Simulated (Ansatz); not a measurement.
The multiplicity is imposed and other spin states were not computed.

Calculation: frozen-core CCSD(T)/def2-TZVPP // TPSS-D3(BJ)/def2-SVP run with Ansatz (a quantum-chemistry and plane-wave program).

Ansatz 0.2 input:
```yaml
crystal:
  periodic: [false, false, false]
  atoms:
    - { symbol: Cu, position_ang: [-0.171871, 0.008441, -0.055639] }
    - { symbol: N, position_ang: [-1.850227, 0.849479, 0.328915] }
    - { symbol: H, position_ang: [-2.387248, 0.341099, 1.045552] }
    - { symbol: H, position_ang: [-2.456106, 0.910277, -0.501513] }
    - { symbol: H, position_ang: [-1.735926, 1.811573, 0.677847] }
    - { symbol: F, position_ang: [1.354121, -0.75868, -0.406188] }
basis:
  gaussian: { orbitals: def2-TZVPP }
correlation:
  method: ccsd_t
```

Output:

```
Functional definition: HF
1079 factors; integrals over basis functions are off by at most 1.0e-3 eV
mean field evaluation 1: about -48829.2392 eV, gradient 7.2e1 eV
mean field evaluation 2: about -48829.3338 eV, gradient 7.3e1 eV
mean field evaluation 4: about -48835.4615 eV, gradient 1.1e1 eV
mean field evaluation 8: about -48835.6892 eV, gradient 1.1e0 eV
mean field evaluation 16: about -48835.6975 eV, gradient 2.3e-6 eV
mean field -48835.69751394 eV, -1794.6787816127 hartree, gradient 2.5e-6 eV, S^2 0.000000; 0 other end points of the search recorded, 0 dependent functions left out
7 core orbitals not correlated
reference -48835.69751394 eV, -1794.6787816127 hartree; 17, 17 occupied and 144, 144 virtual orbitals, 1079 factors
second order -37.54460408 eV of doubles, -0.00000000 eV of singles
cycle   1  -32.06137739 eV  change     5.5e0 eV  update   2.7e-1
cycle   2  -34.01731556 eV  change    -2.0e0 eV  update   2.3e-1
cycle   3  -34.43578160 eV  change   -4.2e-1 eV  update   5.5e-2
cycle   4  -34.49561106 eV  change   -6.0e-2 eV  update   3.2e-2
cycle   5  -34.42591778 eV  change    7.0e-2 eV  update   1.6e-2
cycle   6  -34.41174147 eV  change    1.4e-2 eV  update   6.0e-3
cycle   7  -34.41971637 eV  change   -8.0e-3 eV  update   3.9e-3
cycle   8  -34.41944741 eV  change    2.7e-4 eV  update   1.4e-3
cycle   9  -34.41842819 eV  change    1.0e-3 eV  update   7.8e-4
cycle  10  -34.41930343 eV  change   -8.8e-4 eV  update   3.5e-4
cycle  11  -34.42007602 eV  change   -7.7e-4 eV  update   1.4e-4
cycle  12  -34.41987780 eV  change    2.0e-4 eV  update   8.9e-5
cycle  13  -34.41967490 eV  change    2.0e-4 eV  update   3.9e-5
cycle  14  -34.41978149 eV  change   -1.1e-4 eV  update   1.8e-5
cycle  15  -34.41973486 eV  change    4.7e-5 eV  update   1.1e-5
cycle  16  -34.41970428 eV  change    3.1e-5 eV  update   4.0e-6
perturbative correction -1.09674311 eV, -0.0403045659 hartree
Total energy: -48871.21396133 eV, -1795.9839869803 hartree
```

Cost: around 2.4 core-minutes (rough).
